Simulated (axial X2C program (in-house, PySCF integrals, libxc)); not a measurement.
## f-shell levels along the lanthanides: molecules with Br

Calculated with an in-house all-electron X2C program for linear molecules (integrals from PySCF): two-component X2C with atomic mean-field Coulomb and Gaunt terms, Dyall basis sets with cores contracted in-house. Hartree–Fock averaged over the configuration named, then CI in the open shells of the metal, near the minimum of the average energy.

Basis sets: Br dyall-v3z, Er dyall-v3z, Ho dyall-v3z, Pm dyall-v3z, Sm dyall-v3z, Tb dyall-v3z.

```
molecule  configuration  R (Å)  lowest Ω  g∥ (magnitude)                      next levels (Ω: cm⁻¹)
   PmBr⁺          f4 s1  2.582       1/2            0.71      3/2: 81, 5/2: 186, 7/2: 343, 1/2: 998
   SmBr⁺          f5 s1  2.569         0            0.00             1: 113, 2: 462, 0: 821, 1: 918
   TbBr⁺          f8 s1  2.537      13/2           19.95   11/2: 264, 9/2: 538, 7/2: 817, 5/2: 1092
   HoBr⁺         f10 s1  2.520      17/2           21.91  15/2: 206, 13/2: 343, 11/2: 432, 9/2: 492
   ErBr⁺         f11 s1  2.513         0            0.00                  1: 5, 2: 22, 3: 52, 4: 97
```

Problem. Give the Hund's-rule J of the metal ion in each configuration (the high-spin s electron adds 1/2 to S, so J = |L − S| below half filling and L + S from half filling on), and name the molecules whose lowest Ω equals J.

Solution. PmBr⁺: J = 7/2; SmBr⁺: J = 2; TbBr⁺: J = 13/2; HoBr⁺: J = 17/2; ErBr⁺: J = 8. Lowest Ω = J for TbBr⁺, HoBr⁺; the others start lower in the ladder, as the sign of the ligand field on that f shell decides.

Problem. How large is the contraction of the bond along the series?

Solution. From PmBr⁺ to ErBr⁺ R goes from 2.582 to 2.513 Å, -0.0099 Å for each added proton and f electron.

No dynamic correlation: spacings inside one multiplet are the most reliable numbers, bond lengths can be off by several hundredths of an Å, and the configuration named need not be the ground configuration of the molecule.
